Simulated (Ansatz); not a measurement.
Basis-set extrapolation for CH$_{6}$Cl$_{2}$SSi$_{2}$, SMILES `C[SiH2]S[SiH](Cl)Cl` (PBE0-D4/def2-TZVP geometry, frozen core, the Gaussian-basis code of Ansatz). Multiplicity 1, RHF reference.

```
                       def2-TZVPP    def2-QZVPP
                 HF  -1936.012935  -1936.069353
    MP2 correlation     -0.975618     -1.062297
CCSD(T) correlation     -1.101639       not run
```

Energies in hartree. Use E(X) = E(∞) + A·exp(−7.88·√X) for Hartree–Fock and E(X) = E(∞) + B·X^(−2.97) for correlation, with X = 3 and 4, and add CCSD(T) minus MP2 of the smaller set to the MP2 limit.

Question: What is the CCSD(T) energy at the basis-set limit?

Answer: HF limit: -1936.069353 + (-0.056418) × 0.13774 = -1936.07712. MP2 limit: -1.062297 + (-0.086679) × 0.74074 = -1.12650. Higher-order term: -1.101639 − (-0.975618) = -0.12602. Total: -1937.32964 hartree, 135.0 kcal/mol below CCSD(T)/def2-TZVPP.
